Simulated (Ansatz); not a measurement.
Ansatz results at the PBE0-D4/def2-TZVP geometry: HOMO energy (PBE/def2-TZVPP) -6.77 eV; LUMO energy (ωB97M-V/def2-TZVPP) 1.82 eV; HOMO energy (ωB97M-V/def2-TZVPP) -10.18 eV.

Each molecule was computed in one conformer, which needn't be the lowest.

Problem. Which molecule gave them?
A. `F[SiH2]F`
B. `CO[Si](F)(Cl)SC`
C. `CO[Si](O)([SiH3])Cl`
D. `O[SiH](O)C[SiH2]Cl`

Solution. C. The others give `F[SiH2]F`: -8.36, 2.03, -12.16; `O[SiH](O)C[SiH2]Cl`: -7.13, 1.90, -10.71; `CO[Si](F)(Cl)SC`: -6.14, 1.93, -9.59.
